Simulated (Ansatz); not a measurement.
`C[S][InH2]` → `[CH2]` (triplet) + `[SH][InH2]` at 400 K and 1 bar (formal loss of a carbene).

Calculated with Ansatz (gas phase, PBE0-D4/def2-TZVP geometries, no zero-point term in ΔE). CBS: MP2 limit from def2 TZ/QZ plus the TZ coupled-cluster correction, frozen cores. This one scheme is used for every species. Triplets are unrestricted, without spin–orbit coupling. def2 core potentials past Kr. For In outer-core shells are correlated without core-valence functions, which leaves a few kJ/mol of doubt a bond.

```tsv
species	CCSD(T)/CBS energy (Eh)	H − E (kJ/mol)	S (J/(mol·K))
`C[S][InH2]`	-628.65181	161.3	364.8
`[CH2]` (triplet)	-39.09499	59.0	205.7
`[SH][InH2]`	-589.39884	76.6	310.9
```

H − E and S are ideal-gas, rigid-rotor, harmonic terms from PBE0-D4/def2-TZVP, with the whole ground term of open shells counted as degenerate. 1 Eh = 2625.50 kJ/mol, R = 8.31446 J/(mol·K).

Problem. By hand: ΔE, ΔH, ΔS and ΔG.

Solution. ΔE = (-39.09499) + (-589.39884) − (-628.65181) = 0.15798 Eh = 414.8 kJ/mol. Δ(H − E) = 59.0 + 76.6 − 161.3 = -25.7, so ΔH = 389.1 kJ/mol. ΔS = 205.7 + 310.9 − 364.8 = 151.8 J/(mol·K). ΔG = 389.1 − 400 × (151.8)/1000 = 328.4 kJ/mol.

Problem. By hand: the equilibrium constant, and the temperature at which ΔG would vanish if ΔH and ΔS stayed fixed.

Solution. log₁₀ K = −ΔG/(RT ln 10) = -42.9. ΔG = 0 at ΔH/ΔS = 2563 K, far beyond where these terms or the molecules hold.

The number of gas molecules changes by +1, which sets the sign of ΔS. A doubt of 5 kJ/mol in ΔE shifts log₁₀ K by 0.7 here. Modes under 60 cm⁻¹, often nearly free rotors, make the harmonic entropy too high. A triplet takes part, so the spin changes. These are equilibria of isolated gas molecules and say nothing of rates. Largest T1 diagnostic: 0.014 (customary marks: 0.02 for closed shells, 0.045 for open ones).
